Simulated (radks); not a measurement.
Pr, configuration [Kr] 4d10 4f3 5s2 5p5 6s2 5d1 (not the ground configuration). Method: scalar-relativistic Kohn-Sham, MS2 meta-GGA, spin-polarised, spherical densities, finite nucleus; open shells are filled with parallel spins first (spin-orbit coupling, left out, can overturn this in heavy ions); meta-GGA in the generalised Kohn-Sham scheme; Fermi nuclear charge, rms radius 4.8919 fm; computed with a radial shooting solver on a logarithmic mesh with Libxc functionals.

Normalised radial functions P(r) = r R(r), r in bohr:

r           4f up    5d up
0.0009876  0.0000   0.0000
0.001349   0.0000   0.0000
0.001843   0.0000   0.0000
0.002498   0.0000   0.0000
0.003413   0.0000   0.0000
0.004662   0.0000   0.0001
0.00637    0.0000   0.0002
0.008633   0.0000   0.0005
0.01179    0.0000   0.0013
0.01611    0.0001   0.0029
0.02184    0.0003   0.0063
0.02983    0.0009   0.0136
0.04075    0.0026   0.0279
0.05523    0.0071   0.0525
0.07546    0.0191   0.0912
0.1031     0.0477   0.1390
0.1408     0.1092   0.1750
0.1909     0.2206   0.1600
0.2607     0.3991   0.0571
0.3562     0.6271  -0.1196
0.4828     0.8332  -0.2612
0.6595     0.9359  -0.2375
0.901      0.8857  -0.0020
1.221      0.7260   0.3200
1.668      0.5143   0.5715
2.279      0.3128   0.6307
3.114      0.1624   0.5205
4.22       0.0741   0.3468
5.765      0.0267   0.1751
7.876      0.0069   0.0616
10.67      0.0012   0.0144
14.58      0.0001   0.0018

4f up: eigenvalue -4.293 eV, 0 radial nodes, <r> = 1.13 bohr, 90 % of the charge inside 1.99 bohr. 5d up: eigenvalue -3.500 eV, 2 radial nodes at r = 0.291, 0.903 bohr, <r> = 2.85 bohr, 90 % of the charge inside 4.54 bohr.
